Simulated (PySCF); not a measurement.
How methods differ on the excitation energy of B²⁺

B²⁺ [He] 2s1 (2S) → B²⁺ [He] 2p1 (2P), as a difference of total energies. Computed with PySCF 2.14 in dyall-acv3z (15s9p4d2f, 76 functions), with the non-relativistic Hamiltonian (point nucleus). Correlated levels: valence and next inner shell: nothing frozen; virtual orbitals above 40 to 60 times the deepest correlated orbital energy dropped. The calculations carry no spin-orbit coupling.

```
                                method  excitation energy (eV)
                                   UHF                   6.046
    MP2 (valence and next inner shell)                   6.034
SCS-MP2 (valence and next inner shell)                   6.051
   CCSD (valence and next inner shell)                   6.032
CCSD(T) (valence and next inner shell)                   6.032
```
